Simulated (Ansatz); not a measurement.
Z-matrix (Å, degrees):
```
Nb
O 1 1.871
Cl 1 2.291 2 110.4
O 1 1.682 2 107.5 3 117.9
Cl 1 2.291 2 110.4 3 -124.1
H 2 0.960 1 129.9 3 -117.9
```

Total charge 0; spin multiplicity 1. Nb: def2 effective core potential.

Q: List the PBE0/def2-TZVPP orbital energies in eV (the Gaussian-basis code of Ansatz). (An estimate is asked.)

A: Ansatz gave: Occupied: -2767.73, -2767.73, -524.11, -523.63, -259.58, -259.58, -197.81, -197.81, -197.76, -197.76, -197.74, -197.74, -67.37, -42.22, -41.72, -41.51, -28.50, -25.65, -22.99, -22.86, -15.44, -12.01, -11.68, -11.61, -11.35, -11.28, -10.47, -10.40, -10.07, -9.66, -9.65, -9.46. Lowest empty: -2.55, -2.31, -1.20, -1.00, -0.35, -0.05, 0.70, 1.04.
